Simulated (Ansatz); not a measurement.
Consider the formal hydrolysis of a C–S bond: `O=C(S)[SeH]` + H₂O → `O=C(O)[SeH]` + H₂S.

Gas-phase electronic energies from Ansatz, PBE0-D4/def2-TZVP geometries. CCSD(T)/CBS is the MP2 limit (def2-TZVPP, def2-QZVPP) plus CCSD(T) − MP2 in def2-TZVPP, frozen cores. This one scheme is used for every species. For Se outer-core shells are correlated without core-valence functions, which leaves a few kJ/mol of doubt a bond. Scalar relativity is left out up to krypton. Each species was taken in one conformer, which may not be the lowest.

```tsv
level	ΔE (eV)
HF/def2-QZVPP	-0.58
MP2/def2-QZVPP	-0.23
```

**Question.** What does CCSD(T)/CBS give? (An estimate is asked.)

**Answer.** Ansatz gave: -0.26 eV. The listed levels differ from it by -0.32, 0.03 eV.

**Question.** What do rigid-rotor, harmonic-oscillator terms from PBE0-D4/def2-TZVP frequencies (298.15 K, 1 bar) make of the CCSD(T)/CBS value? (Best estimate.)

**Answer.** The calculation gave: ΔZPE = -0.01 eV, ΔH = -0.29 eV, ΔS = -6 J/(mol·K), ΔG = -0.28 eV.

Largest T1 diagnostic among the species: 0.015.

From r2SCAN to r2SCAN0 (25 % exact exchange), in def2-TZVPP and without D4, ΔE moves by −0.05 eV. The D4 term adds +0.07 eV with B3LYP and +0.03 eV with PBE0; it sums over pairs of atoms, weighted by their polarisabilities, and B3LYP, whose exchange is more repulsive, gets the larger term. Leaving LDA and LC-ωPBE aside and taking each functional with its dispersion term where it has one, the values, not all of them listed here, spread over 0.23 eV, from ωB97X-V to revPBE-D4. LDA lies −0.08 eV from PBE without D4.

B3LYP here is the variant with VWN-RPA as its local correlation; programs differ in this.
